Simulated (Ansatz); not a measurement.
The cluster Te₂Au₃. The state is a doublet with charge 0. Geometry PBE-D4/def2-SVP; atoms count from 1.

```xyz
5

Au    1.095   -0.240   -1.345
Au   -1.687   -1.056   -1.636
Au    1.984   -0.446    1.247
Te   -0.292    0.551    2.146
Te   -1.100    1.191   -0.411
```

In the def2 sets Au, Te take a core potential; there is no spin–orbit coupling. No other spin state of charge 0 was run. Another isomer (doublet) lies 0.82 eV lower at PBE0-D4/def2-TZVP; other spin states weren't run for this one.

Question: Estimate the Mulliken populations from the PBE0/def2-TZVP orbitals of Ansatz.

Answer: 
```csv
atom,charge (e),spin (α − β),d electrons
Au1,0.00,0.48,9.79
Au2,0.24,-0.02,9.78
Au3,0.15,0.21,9.76
Te4,-0.20,0.18,–
Te5,-0.19,0.15,–
```
Mulliken values and Mayer orders depend strongly on the basis.

Question: Where does the spin sit?

Answer: Summed by element: Au 0.67, Te 0.33, of 1 unpaired in all. Largest on single atoms: Au1 0.48, Au3 0.21, Te4 0.18.

Question: And the Mayer bond orders between bonded heavy atoms (over 0.3)?

Answer: Au1–Au3 0.48 (2.75 Å); Au1–Te5 0.51 (2.78 Å); Au2–Te5 0.92 (2.63 Å); Au3–Te4 0.79 (2.64 Å); Te4–Te5 1.19 (2.76 Å).
